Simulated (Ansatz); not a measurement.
C₃H₆BF₃O, SMILES `CC(C)=[O+][B-](F)(F)F`, relaxed with RKS PBE-D4/def2-SVP in the Gaussian-basis code of Ansatz from a rough embedded geometry. The force threshold is 0.03 eV/Å; the program also tests the step.

Charge 0, multiplicity 1.

Start:

```xyz
14

C     0.971   -0.280    1.000
C     0.293    0.247   -0.242
C     1.113    1.071   -1.144
O    -0.854    0.031   -0.636
B    -1.888   -0.742    0.154
F    -3.152   -0.699   -0.617
F    -1.466   -2.112    0.265
F    -2.133   -0.163    1.423
H     0.349    0.119    1.891
H     0.870   -1.389    1.011
H     1.966    0.020    1.124
H     0.666    2.099   -1.306
H     1.127    0.576   -2.138
H     2.137    1.223   -0.786
```

By how much does the energy fall, and how many steps does the optimiser take? (An estimate is asked.)

Computed: 0.74 eV, in 7 steps, 1 of them rejected.

Which bonds change most? (Best estimate.)

Computed: O4–B5 from 1.514 to 1.706 Å; B5–F6 from 1.481 to 1.355 Å; B5–F7 from 1.438 to 1.375 Å; C1–H11 from 1.046 to 1.103 Å.

Give the relaxed structure. (Best estimate.)

The calculation gave: 
```xyz
14

C     0.874   -0.285    0.992
C     0.329    0.274   -0.282
C     1.178    1.116   -1.189
O    -0.850    0.072   -0.640
B    -1.984   -0.841    0.248
F    -3.085   -0.758   -0.537
F    -1.396   -2.082    0.325
F    -2.052   -0.171    1.447
H     0.245    0.088    1.828
H     0.707   -1.382    0.990
H     1.937   -0.038    1.153
H     0.695    2.107   -1.314
H     1.192    0.655   -2.198
H     2.210    1.246   -0.821
```
